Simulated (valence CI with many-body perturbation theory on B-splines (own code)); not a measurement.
## Missing levels of Ru29+

Level of theory: relativistic CI+MBPT: five valence electrons over a frozen Dirac-Fock core [Ne], a basis of 9 s, 9 p, 8 d, 6 f, 3 g, 1 h functions for each j, with the one-electron correlation potential Σ1, the two-electron term Σ2, the three-electron term Σ3, Breit, model QED; selected CI, second order for the rest (own B-spline code, finite nucleus).

The last digits are not significant, and no measured levels were compared; by estimate large intervals hold to a few tenths of a per cent, small ones and those within an open d or f shell to about a per cent. Among the levels kept, up to 600 cm⁻¹ of a level comes from second order outside the variational space, and about a tenth of that is noise between levels of different J, which matters for small intervals.

```tsv
Level	E (eV)
(3s^2 3p1/2^2 3p3/2) J=3/2	0.00
(3s^2 3p1/2 3p3/2^2) J=3/2	?
(3s^2 3p1/2 3p3/2^2) J=5/2	30.66
(3s^2 3p1/2 3p3/2^2) J=1/2	?
(3s^2 3p3/2^3) J=3/2	63.09
(3s 3p1/2^2 3p3/2^2) J=5/2	100.01
(3s^2 3p1/2^2 3d3/2) J=3/2 [a]	109.95
(3s 3p1/2^2 3p3/2^2) J=1/2	115.39
(3s^2 3p1/2^2 3d3/2) J=3/2 [b]	120.55
(3s^2 3p1/2^2 3d5/2) J=5/2	?
(3s 3p1/2 3p3/2^3) J=3/2	131.05
(3s 3p1/2 3p3/2^3) J=5/2	135.95
(3s^2 3p1/2 3p3/2 3d3/2) J=3/2 [a]	137.76
(3s^2 3p1/2 3p3/2 3d3/2) J=1/2 [a]	?
(3s^2 3p1/2 3p3/2 3d3/2) J=5/2 [a]	140.58
(3s^2 3p1/2 3p3/2 3d3/2) J=7/2	144.32
(3s^2 3p1/2 3p3/2 3d5/2) J=7/2 [a]	?
(3s 3p1/2 3p3/2^3) J=1/2	149.80
(3s^2 3p1/2 3p3/2 3d5/2) J=3/2 [a]	?
(3s^2 3p1/2 3p3/2 3d5/2) J=9/2	152.06
```

Levels are named by their leading jj configuration (3d3/2^4 stands for four electrons in 3d with j = 3/2), which in mixed levels can hold well under half, so a name can repeat and another be missing. Letters in brackets count levels of one name in rising energy.

(1) The levels stand in rising order. What does the calculation give for the missing energies?

Results:

(1) (3s^2 3p1/2 3p3/2^2) J=3/2 24.69; (3s^2 3p1/2 3p3/2^2) J=1/2 38.25; (3s^2 3p1/2^2 3d5/2) J=5/2 127.70; (3s^2 3p1/2 3p3/2 3d3/2) J=1/2 [a] 138.90; (3s^2 3p1/2 3p3/2 3d5/2) J=7/2 [a] 146.55; (3s^2 3p1/2 3p3/2 3d5/2) J=3/2 [a] 151.91.
